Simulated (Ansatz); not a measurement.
Geometry optimisation, RKS PBE-D4/6-31G* in Ansatz.

The input (input.yaml):

```yaml
crystal:
  periodic: [false, false, false]
  atoms:
    - { symbol: Si, position_ang: [-0.971604, -0.488018, 0.384571] }
    - { symbol: F, position_ang: [0.155176, -1.165822, -2.295205] }
    - { symbol: H, position_ang: [-1.42721, -1.874989, 0.077544] }
    - { symbol: H, position_ang: [-1.551169, 0.020407, 1.677014] }
    - { symbol: "N", position_ang: [-1.334958, 0.728534, -0.774856] }
    - { symbol: H, position_ang: [0.816596, -1.135095, -1.647203] }
    - { symbol: O, position_ang: [0.742192, -0.720115, 0.571691] }
    - { symbol: C, position_ang: [1.505076, 0.413921, 0.997766] }
    - { symbol: H, position_ang: [-1.914794, 1.536725, -0.564853] }
    - { symbol: H, position_ang: [-1.183746, 0.556773, -1.766966] }
    - { symbol: H, position_ang: [2.572885, 0.144432, 0.939851] }
    - { symbol: H, position_ang: [1.268139, 0.686319, 2.044876] }
    - { symbol: H, position_ang: [1.323416, 1.296826, 0.35567] }
basis:
  gaussian: { orbitals: "6-31G*" }
hamiltonian:
  xc: pbe
  dispersion: d4
relax:
  f_tol: 0.03
  max_steps: 50
```

Launched with:

```bash
$ ansatz run input.yaml --threads 2 --pin off --max-ram 3072MiB --backend cpu --events-out ev --progress --plain --runs-dir out
```

Task: Where does it end, and by what steps?

Result: The forces met the threshold. After 6 steps the energy has fallen by 0.199 eV; H6 moved furthest, 0.47 Å.

```
step  energy less start (eV)  largest force component (eV/Å)  accepted
   0                  0.0000                           1.207       yes
   1                 -0.0956                           0.920       yes
   2                 -0.1770                           0.268       yes
   3                 -0.1932                           0.181       yes
   4                 -0.1960                           0.196       yes
   5                 -0.1976                           0.107       yes
   6                 -0.1987                           0.029       yes
```

```xyz
13
Properties=species:S:1:pos:R:3
Si -1.030 -0.496 0.381
F 0.532 -0.995 -2.120
H -1.512 -1.877 0.088
H -1.512 0.007 1.710
N -1.431 0.716 -0.764
H 0.837 -1.001 -1.199
O 0.664 -0.751 0.448
C 1.488 0.355 0.857
H -1.983 1.543 -0.554
H -1.189 0.594 -1.747
H 2.539 0.032 0.794
H 1.263 0.639 1.901
H 1.335 1.234 0.204
```

Time of the run: 11 s on 2 threads of INTEL(R) XEON(R) PLATINUM 8581C CPU @ 2.10GHz (Emerald Rapids) (shared host), peak memory 0.2 GiB.
